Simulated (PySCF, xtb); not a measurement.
FH₆NOSi₂, SMILES N[Si@@H](O)[SiH2]F.

xtb with GFN2-xTB at its own geometry gives an orbital gap of 4.52 eV and a dipole moment of 2.13 D.

Geometry: PBE-D3(BJ)/def2-SVP. The structure was generated by enumeration; whether it is a known compound was not checked. One conformer was computed; it need not be the lowest.

Problem. What does PySCF with r2SCAN/def2-TZVP give? (An estimate is asked for; the answer gives what the named calculation found.)

Solution. gap 5.36 eV (levels -6.70 and -1.33 eV), dipole 1.96 D.
